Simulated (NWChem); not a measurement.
System: CH₆F₂N₂Si; SMILES F[Si](N)(N)CF

Here is an NWChem input.

```
start job
memory heap 200 mb stack 900 mb global 1100 mb
geometry units angstroms noautoz
  N      1.624759    -0.015253    -0.523886
  Si     0.058375     0.420276     0.001526
  N     -0.556783     1.667796    -0.997394
  F     -0.061035     1.023729     1.503553
  C     -0.895893    -1.219411     0.025997
  F     -0.060159    -2.209816     0.586334
  H      1.970466    -0.930045    -0.258382
  H      2.368016     0.667193    -0.603361
  H     -0.449148     1.667068    -2.001669
  H     -1.223011     2.352108    -0.667897
  H     -1.174304    -1.548985    -0.983879
  H     -1.814254    -1.169066     0.625097
end
basis spherical
  * library def2-tzvp
end
dft
  xc xctpssh
  iterations 150
  semidirect filesize 400000000
  mulliken
end
task dft energy
```

Parts of the log:

```
             Northwest Computational Chemistry Package (NWChem) 7.3.0
             --------------------------------------------------------

 C1  symmetry detected

                             Geometry "geometry" -> ""
                             -------------------------

 Output coordinates in angstroms (scale by  1.889725989 to convert to a.u.)

  No.       Tag          Charge          X              Y              Z
 ---- ---------------- ---------- -------------- -------------- --------------
    1 N                    7.0000     1.54349323     0.13166334     0.71954733
    2 Si                  14.0000     0.01223871     0.41916300     0.01818745
    3 N                    7.0000     0.08539525     1.81659993    -0.96892187
    4 F                    9.0000    -1.20894161     0.72449938     1.04287652
    5 C                    6.0000    -0.42420748    -1.21982569    -0.83212455
    6 F                    9.0000    -0.07659385    -2.27623398     0.03764394
    7 H                    1.0000     1.74089603    -0.80752481     1.04482850
    8 H                    1.0000     2.01621702     0.83591113     1.27185798
    9 H                    1.0000     0.85994105     2.00851955    -1.58811469
   10 H                    1.0000    -0.71583048     2.40874007    -1.13660709
   11 H                    1.0000     0.13352339    -1.35968479    -1.76772968
   12 H                    1.0000    -1.49324431    -1.30752058    -1.06517437

 Effective nuclear repulsion energy (a.u.)     333.0406308662

                                 NWChem DFT Module
                                 -----------------

 Summary of "ao basis" -> "ao basis" (spherical)
 ------------------------------------------------------------------------------
       Tag                 Description            Shells   Functions and Types
 ---------------- ------------------------------  ------  ---------------------
 N                         def2-tzvp                11       31   5s3p2d1f
 Si                        def2-tzvp                13       37   5s5p2d1f
 F                         def2-tzvp                11       31   5s3p2d1f
 C                         def2-tzvp                11       31   5s3p2d1f
 H                         def2-tzvp                 4        6   3s1p

            General Information
            -------------------
          SCF calculation type: DFT
          Wavefunction type:  closed shell.
          No. of atoms     :    12
          No. of electrons :    58
           Alpha electrons :    29
            Beta electrons :    29
          Charge           :     0
          Spin multiplicity:     1
          Use of symmetry is: off; symmetry adaption is: off
          Maximum number of iterations: 150
          AO basis - number of functions:   228
                     number of shells:    92
          Convergence on energy requested:  1.00D-06
          Convergence on density requested:  1.00D-05
          Convergence on gradient requested:  5.00D-04

              XC Information
              --------------
                  TPSS hybrid Method XC Functional
                     Hartree-Fock (Exact) Exchange  0.100
                  TPSS metaGGA Exchange Functional  0.900
             TPSS03 metaGGA Correlation Functional  1.000

             Grid Information
             ----------------
          Grid used for XC integration:  medium
          Radial quadrature: Mura-Knowles
          Angular quadrature: Lebedev.
          Tag              B.-S. Rad. Rad. Pts. Rad. Cut. Ang. Pts.
          ---              ---------- --------- --------- ---------
          N                   0.65       49          11.0       434
          Si                  1.10       88           9.0       590
          F                   0.50       49          12.0       434
          C                   0.70       49          11.0       434
          H                   0.35       45          12.0       434
          Grid pruning is: on
          Number of quadrature shells:   603
          Spatial weights used:  Erf1

      Superposition of Atomic Density Guess
      -------------------------------------

 Sum of atomic energies:        -636.96485428

      Non-variational initial energy
      ------------------------------

 Total energy =    -639.314778
 1-e energy   =   -1542.357895
 2-e energy   =     570.002486
 HOMO         =      -0.335830
 LUMO         =       0.036290

------------------------------------------------------------
EAF file 0: "./job.aoints.0" size=1034420224 bytes
------------------------------------------------------------
               write      read    awrite     aread      wait
               -----      ----    ------     -----      ----
     calls:     1973         0         0         0         0
   data(b): 1.03e+09  0.00e+00  0.00e+00  0.00e+00
   time(s): 0.00e+00  0.00e+00  0.00e+00  0.00e+00  0.00e+00
rate(mb/s): 0.00e+00  0.00e+00
------------------------------------------------------------

     ---------------------------------------------
      Total Density - Mulliken Population Analysis
     ---------------------------------------------

[...]
```

Level: TPSSh/def2-TZVP. Coordinates come from a B3LYP/6-31G* (spherical d) optimisation.
